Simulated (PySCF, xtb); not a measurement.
ZnI, SMILES [Zn][I] (connectivity only; charge and spin as stated), neutral, multiplicity 2.

Harmonic wavenumbers (cm⁻¹) from GFN2-xTB (xtb) at its own minimum, in rising order: 176.

What does B3LYP-D3(BJ)/def2-TZVP (PySCF) give at its own minimum? (The exact figures need the calculation; the answer reports its results.)

198. Paired by order, the mean absolute difference is 22 cm⁻¹ and the zero-point energies are 0.3 and 0.3 kcal/mol.
